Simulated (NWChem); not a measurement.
Program: NWChem. System: H2BCl, charge 0, spin multiplicity 1, at a geometry optimised with PBE0/def2-SVP. The structure started from a generated list of species. Level: EOM-CCSD/aug-cc-pVDZ, 6 core orbitals frozen.

NWChem printed:

```
             Northwest Computational Chemistry Package (NWChem) 7.3.0
             --------------------------------------------------------

                                NWChem Input Module
                                -------------------

 Scaling coordinates for geometry "geometry" by  1.889725989
 (inverse scale =  0.529177249)

 Turning off AUTOSYM since
 SYMMETRY directive was detected!

                             Geometry "geometry" -> ""
                             -------------------------

 Output coordinates in angstroms (scale by  1.889725989 to convert to a.u.)

  No.       Tag          Charge          X              Y              Z
 ---- ---------------- ---------- -------------- -------------- --------------
    1 B                    5.0000     0.00000000     0.00000000     1.18390100
    2 H                    1.0000    -1.06013000     0.00000000     1.75248000
    3 H                    1.0000     1.06013000     0.00000000     1.75248000
    4 Cl                  17.0000     0.00000000     0.00000000    -0.55438000

 Effective nuclear repulsion energy (a.u.)      37.6114870690

            Nuclear Dipole moment (a.u.)
            ----------------------------
        X                 Y               Z
 ---------------- ---------------- ----------------
     0.0000000000     0.0000000000     0.0000094486

      Symmetry information
      --------------------

 Group name             C2v
 Group number             16
 Group order               4
 No. of unique centers     3

      Symmetry unique atoms

     1    2    4


 Summary of "ao basis" -> "" (spherical)
 ------------------------------------------------------------------------------
       Tag                 Description            Shells   Functions and Types
 ---------------- ------------------------------  ------  ---------------------
 *                        aug-cc-pvdz                 on all atoms

 Summary of "ao basis" -> "ao basis" (spherical)
 ------------------------------------------------------------------------------
       Tag                 Description            Shells   Functions and Types
 ---------------- ------------------------------  ------  ---------------------
 B                        aug-cc-pvdz                9       23   4s3p2d
 H                        aug-cc-pvdz                5        9   3s2p
 Cl                       aug-cc-pvdz               11       27   5s4p2d

                                 NWChem SCF Module
                                 -----------------

  ao basis        = "ao basis"
  functions       =    68
  atoms           =     4
  closed shells   =    12
  open shells     =     0
  charge          =   0.00
  wavefunction    = RHF
  use symmetry    = T
  symmetry adapt  = T

 Summary of "ao basis" -> "ao basis" (spherical)
 ------------------------------------------------------------------------------
       Tag                 Description            Shells   Functions and Types
 ---------------- ------------------------------  ------  ---------------------
 B                        aug-cc-pvdz                9       23   4s3p2d
 H                        aug-cc-pvdz                5        9   3s2p
 Cl                       aug-cc-pvdz               11       27   5s4p2d

      Symmetry analysis of basis
      --------------------------

        a1         31
        a2          6
        b1         18
        b2         13

 Forming initial guess at       0.1s

      Superposition of Atomic Density Guess
      -------------------------------------

 Sum of atomic energies:        -485.00790827

      Non-variational initial energy
      ------------------------------

 Total energy =    -485.519633
 1-e energy   =    -742.700405
 2-e energy   =     219.569284
 HOMO         =      -0.355027
 LUMO         =      -0.024290

      Symmetry analysis of molecular orbitals - initial
      -------------------------------------------------

  Numbering of irreducible representations:

     1 a1          2 a2          3 b1          4 b2

  Orbital symmetries:

     1 a1          2 a1          3 a1          4 b1          5 b2
     6 a1          7 a1          8 a1          9 b1         10 a1
    11 b2         12 b1         13 b2         14 a1         15 b1
[...]
   X         0.0000000      0.0000000
   Y        -0.0000000     -0.0000000
   Z        -1.2430009     -3.1594171
 Total       1.2430009      3.1594171
 ------------------------------------

 Singles contributions
    14a1  (alpha) ---    12b1  (alpha)       -0.7026009627
    16a1  (alpha) ---    12b1  (alpha)       -0.4747151767
    18a1  (alpha) ---    12b1  (alpha)        0.2107906091
    23a1  (alpha) ---    12b1  (alpha)        0.3203165289

 Doubles contributions

 =========================================
 Excited-state calculation ( b2  symmetry)
 =========================================
 Dim. of EOMCC iter. space      500

 EOMCCSD SOLVER TYPE  1
  maxdiff =   0.53835163740642267

 No. of initial right vectors    1

 EOM-CCSD right-hand side iterations
 --------------------------------------------------------------
      Residuum       Omega / hartree  Omega / eV    Cpu    Wall
 --------------------------------------------------------------

 Iteration   1 using    1 trial vectors
   0.4243847515280   0.4643773154602   12.63636     0.4     0.4

 Iteration   2 using    2 trial vectors
   0.0809970371161   0.3804020319615   10.35127     0.3     0.3

 Iteration   3 using    3 trial vectors
   0.0645175153492   0.3722975830599   10.13074     0.2     0.2

 Iteration   4 using    4 trial vectors
   0.0581314347975   0.3640557979119    9.90647     0.2     0.2

 Iteration   5 using    5 trial vectors
   0.0366620766433   0.3588494360819    9.76479     0.3     0.3

 Iteration   6 using    6 trial vectors
   0.0357120565657   0.3573668728979    9.72445     0.2     0.2

 Iteration   7 using    7 trial vectors
   0.0312129372007   0.3547770491811    9.65398     0.2     0.2

 Iteration   8 using    8 trial vectors
   0.0229940524125   0.3535905784203    9.62169     0.2     0.2

 Iteration   9 using    9 trial vectors
   0.0197577573930   0.3532210520451    9.61164     0.2     0.2

 Iteration  10 using   10 trial vectors
   0.0244708127854   0.3520814647416    9.58063     0.2     0.2

 Iteration  11 using   11 trial vectors
   0.0903710719394   0.3478820059694    9.46636     0.2     0.2

 Iteration  12 using   12 trial vectors
   0.1331305036826   0.3171980537996    8.63140     0.3     0.3

 Iteration  13 using   13 trial vectors
   0.0862278999998   0.2978984151179    8.10623     0.3     0.3

 Iteration  14 using   14 trial vectors
   0.0351200467608   0.2918502024381    7.94165     0.3     0.3

 Iteration  15 using   15 trial vectors
   0.0121814714801   0.2907908430734    7.91282     0.3     0.3

 Iteration  16 using   16 trial vectors
   0.0049045333577   0.2907639181205    7.91209     0.2     0.2

 Iteration  17 using   17 trial vectors
   0.0025121530630   0.2907100133679    7.91063     0.2     0.2

 Iteration  18 using   18 trial vectors
   0.0012890418099   0.2907156304791    7.91078     0.2     0.2

 Iteration  19 using   19 trial vectors
   0.0005440974113   0.2907055468602    7.91050     0.2     0.2

 Iteration  20 using   20 trial vectors
   0.0002288616261   0.2907084852479    7.91058     0.2     0.2

 Iteration  21 using   21 trial vectors
   0.0000848279853   0.2907065694007    7.91053     0.2     0.2

 Iteration  22 using   22 trial vectors
   0.0000359393723   0.2907074741940    7.91056     0.3     0.3

 Iteration  23 using   23 trial vectors
   0.0000161908762   0.2907071521178    7.91055     0.2     0.2

 Iteration  24 using   24 trial vectors
   0.0000085110174   0.2907073378879    7.91055     0.2     0.2
 --------------------------------------------------------------
 Iterations converged
 ------------------

 Excited state root  1
 Excitation energy / hartree =        0.290707337887851
                   / eV      =        7.910552520442843
 largest EOMCCSD amplitudes: R1 and R2

 Singles contributions
    13b2  (alpha) ---    10a1  (alpha)       -0.6398424196
    17b2  (alpha) ---    10a1  (alpha)       -0.6587119189

 Doubles contributions

 No. of initial left vectors    1

 EOM-CCSD left-hand side iterations
 --------------------------------------------------------------
      Residuum       Omega / hartree  Omega / eV    Cpu    Wall
 --------------------------------------------------------------

 Iteration   1 using    1 trial vectors
   0.4682770516730   0.4643773154602   12.63636     0.6     0.6

 Iteration   2 using    2 trial vectors
   0.0845981370151   0.3809915190227   10.36731     0.6     0.6

 Iteration   3 using    3 trial vectors
   0.0642873289353   0.3726337709495   10.13989     0.6     0.6

 Iteration   4 using    4 trial vectors
   0.0599054654635   0.3639265246875    9.90295     0.6     0.6

 Iteration   5 using    5 trial vectors
   0.0378534805601   0.3588411992894    9.76457     0.6     0.6

 Iteration   6 using    6 trial vectors
   0.0358156186923   0.3575393564082    9.72915     0.5     0.5

 Iteration   7 using    7 trial vectors
   0.0311540364812   0.3545777607965    9.64856     0.5     0.5

 Iteration   8 using    8 trial vectors
   0.0224531053282   0.3536279962526    9.62271     0.6     0.6

 Iteration   9 using    9 trial vectors
   0.0184552942690   0.3534551775082    9.61801     0.6     0.6

 Iteration  10 using   10 trial vectors
   0.0200332729063   0.3523750558825    9.58862     0.5     0.5

 Iteration  11 using   11 trial vectors
   0.0502960988344   0.3508221917166    9.54636     0.5     0.5

 Iteration  12 using   12 trial vectors
   0.1460955943526   0.3259401764374    8.86929     0.6     0.6

 Iteration  13 using   13 trial vectors
   0.1029596856958   0.3000373454243    8.16444     0.4     0.4

 Iteration  14 using   14 trial vectors
   0.0428732362579   0.2925971708082    7.96198     0.6     0.6

 Iteration  15 using   15 trial vectors
   0.0149539190007   0.2907228373214    7.91097     0.4     0.4

 Iteration  16 using   16 trial vectors
   0.0061505687402   0.2908033933613    7.91317     0.5     0.5

 Iteration  17 using   17 trial vectors
   0.0031453842953   0.2907070747486    7.91055     0.7     0.7

 Iteration  18 using   18 trial vectors
   0.0016130798522   0.2907282247805    7.91112     0.4     0.4

 Iteration  19 using   19 trial vectors
   0.0006739611846   0.2907046773611    7.91048     0.5     0.5

 Iteration  20 using   20 trial vectors
   0.0002805476376   0.2907103273420    7.91063     0.4     0.4

 Iteration  21 using   21 trial vectors
   0.0001032508167   0.2907061028707    7.91052     0.4     0.4

 Iteration  22 using   22 trial vectors
   0.0000438271031   0.2907077282394    7.91056     0.5     0.5

 Iteration  23 using   23 trial vectors
   0.0000191710301   0.2907070426097    7.91054     0.4     0.4

 Iteration  24 using   24 trial vectors
   0.0000101056228   0.2907073614750    7.91055     0.5     0.5

 Iteration  25 using   25 trial vectors
   0.0000050763370   0.2907072116063    7.91055     0.6     0.6
 --------------------------------------------------------------
 Iterations converged

 Excited state root  1
 Excitation energy / hartree =        0.290707337887851
                   / eV      =        7.910552520442843

 EOM-CCSD transition moments / hartree
 --------------------------------------------
 X    0.0000000 Y    0.1857592 Z    0.0000000
 Oscillator Strength                0.0066875
 --------------------------------------------

 EOM-CCSD dipole moments / hartree & Debye
 ------------------------------------
   X         0.0000000      0.0000000
   Y        -0.0000000     -0.0000000
   Z         0.5345993      1.3588261
 Total       0.5345993      1.3588261
 ------------------------------------

 Singles contributions
    13b2  (alpha) ---    10a1  (alpha)       -0.6398424196
    17b2  (alpha) ---    10a1  (alpha)       -0.6587119189

 Doubles contributions

 Task  times  cpu:       79.1s     wall:       79.1s

 Total times  cpu:       79.1s     wall:       79.1s
```

Task: Write an NWChem input that would produce this output.

Result: This is not unique; one that fits is 
```
start mol
memory heap 100 mb stack 700 mb global 1900 mb
geometry units angstroms nocenter noautoz
  B      0.000000     0.000000     1.183901
  H     -1.060130     0.000000     1.752480
  H      1.060130     0.000000     1.752480
  Cl     0.000000     0.000000    -0.554380
  symmetry group C2v
end
basis spherical
  * library aug-cc-pvdz
end
scf
  rhf
  nopen 0
  maxiter 100
  thresh 1e-7
  semidirect memsize 60000000 filesize 0
end
tce
  freeze core 6
  ccsd
  nroots 1
  2eorb
  2emet 13
  thresh 1e-5
  maxiter 200
  tilesize 24
  dipole
end
task tce energy
```
